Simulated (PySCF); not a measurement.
A structure optimised at PBE-D3(BJ)/def2-SVP, used in a PySCF frequency run:

```
C
H 1 1.1088
H 1 1.1088 2 107.26
C 1 1.5257 2 112.98 3 125.15
H 4 1.1081 1 112.31 2 179.49
H 4 1.1081 5 107.27 1 123.86
H 4 1.1114 5 107.20 6 114.86
In 1 2.1731 2 104.44 3 -110.46
F 8 1.9802 1 127.42 2 55.99
F 8 1.9821 9 107.72 1 179.99
```

Write its SMILES and formula.

C[CH2][In]([F])[F], C2H5F2In

What are its rotational constants (standard atomic weights)?

4.6947, 1.9083, 1.3806 GHz
